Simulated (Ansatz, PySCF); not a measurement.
System: C$_{2}$H$_{5}$BCl, net charge 0, doublet state. It need not be the lowest isomer of its formula. 
Structure (B3LYP-D3(BJ)/def2-TZVP (Ansatz, a first-principles code) minimum search):
SMILES: [CH2]B(C)Cl
```xyz
9

B      0.0154    -0.3984    -0.1940
Cl     0.1174     1.2086     0.5786
C      1.3311    -1.0547    -0.5910
C     -1.4006    -1.0211    -0.4106
H      1.3676    -2.0300    -1.0658
H      2.2960    -0.5899    -0.4238
H     -1.9270    -1.1181     0.5442
H     -2.0211    -0.3589    -1.0226
H     -1.3716    -2.0019    -0.8876
```
Charge 0, spin multiplicity 2.

Dipole moments at this geometry, in debye (magnitudes).

```
level                    program  dipole (D)
-----------------------  -------  ----------
B97M-V/def2-TZVPD         Ansatz         [?]
B3LYP/def2-TZVPD          Ansatz        1.80
r2SCANh/def2-TZVPD        Ansatz        1.82
M06-2X/def2-TZVPD          PySCF        1.95
LC-wPBE/def2-TZVPD        Ansatz        1.92
CCSD(T)/aug-cc-pV(D+d)Z   Ansatz         [?]
```

Q: Some entries are withheld; supply them.

A: 
- B97M-V/def2-TZVPD, dipole (D): 1.81
- CCSD(T)/aug-cc-pV(D+d)Z, dipole (D): 1.77
